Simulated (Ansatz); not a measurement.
Two members of one family (Series SnH3X), computed with Ansatz in the gas phase; def2 core potentials for Sn, no spin–orbit coupling. The two geometries come from different levels. Binding counts from free atoms in the multiplicity of their measured ground term, without zero-point energy. A dash marks a value that wasn't run or was left out as unsound. The structures are stationary points that may keep the symmetry of their start.

First: Sn(OEt)H3 (singlet, charge 0, B3LYP-D4/def2-SVP geometry).

```tsv
atom	x (Å)	y (Å)	z (Å)
Sn1	0.085	-0.780	2.151
O2	-0.311	0.331	0.533
C3	0.183	-0.029	-0.738
C4	-0.309	0.982	-1.762
H5	1.294	-0.054	-0.751
H6	-0.154	-1.046	-1.034
H7	0.061	0.735	-2.771
H8	-1.411	0.996	-1.784
H9	0.039	1.992	-1.497
H10	-0.704	0.070	3.409
H11	1.795	-0.844	2.353
H12	-0.567	-2.353	1.890
```

```csv
level,HOMO (eV),LUMO (eV),gap (eV),vertical IE (eV),vertical triplet (eV),binding per atom (eV)
PBE-D4/def2-TZVP,-5.86,-1.27,4.59,9.16,4.90,3.50
r2SCAN-D4/def2-TZVP,-6.16,-0.90,5.26,9.25,5.06,3.46
PBE0-D4/def2-SVP,-7.22,-0.16,7.06,–,–,3.46
PBE0-D4/def2-TZVP,-7.38,-0.46,6.92,9.39,5.17,3.45
LC-ωPBE/def2-TZVP,-10.13,1.51,11.64,–,–,3.44
```

Second: SnH3(NHEt) (singlet, charge 0, PBE-D4/def2-SVP geometry).

```xyz
13

Sn    1.4744   -0.7201   -1.2485
H     3.0634   -1.3270   -0.9473
H     0.4337   -2.0262   -1.7469
H     1.4613    0.5197   -2.4513
N     0.9376    0.2547    0.5001
C    -0.3486    0.9385    0.5867
C    -1.5923    0.0454    0.6818
H     1.0928   -0.3414    1.3231
H    -0.3267    1.6200    1.4697
H    -0.4436    1.6105   -0.2955
H    -1.6958   -0.6018   -0.2141
H    -2.5203    0.6476    0.7732
H    -1.5360   -0.6199    1.5691
```

What does the change do? Estimate second minus first.


```json
{"level": "PBE-D4/def2-TZVP", "Δ HOMO (eV)": "0.68", "Δ LUMO (eV)": "0.34", "Δ gap (eV)": "-0.34", "Δ vertical IE (eV)": "-0.84", "Δ vertical triplet (eV)": "-0.55", "Δ binding per atom (eV)": "-0.06"}
{"level": "r2SCAN-D4/def2-TZVP", "Δ HOMO (eV)": "0.73", "Δ LUMO (eV)": "0.33", "Δ gap (eV)": "-0.41", "Δ vertical IE (eV)": "-0.96", "Δ vertical triplet (eV)": "-0.68", "Δ binding per atom (eV)": "-0.07"}
{"level": "PBE0-D4/def2-SVP", "Δ HOMO (eV)": "0.88", "Δ LUMO (eV)": "0.40", "Δ gap (eV)": "-0.48", "Δ vertical IE (eV)": "–", "Δ vertical triplet (eV)": "–", "Δ binding per atom (eV)": "-0.05"}
{"level": "PBE0-D4/def2-TZVP", "Δ HOMO (eV)": "0.88", "Δ LUMO (eV)": "0.34", "Δ gap (eV)": "-0.55", "Δ vertical IE (eV)": "-1.00", "Δ vertical triplet (eV)": "-0.68", "Δ binding per atom (eV)": "-0.05"}
{"level": "LC-ωPBE/def2-TZVP", "Δ HOMO (eV)": "0.92", "Δ LUMO (eV)": "0.31", "Δ gap (eV)": "-0.60", "Δ vertical IE (eV)": "–", "Δ vertical triplet (eV)": "–", "Δ binding per atom (eV)": "-0.06"}
```
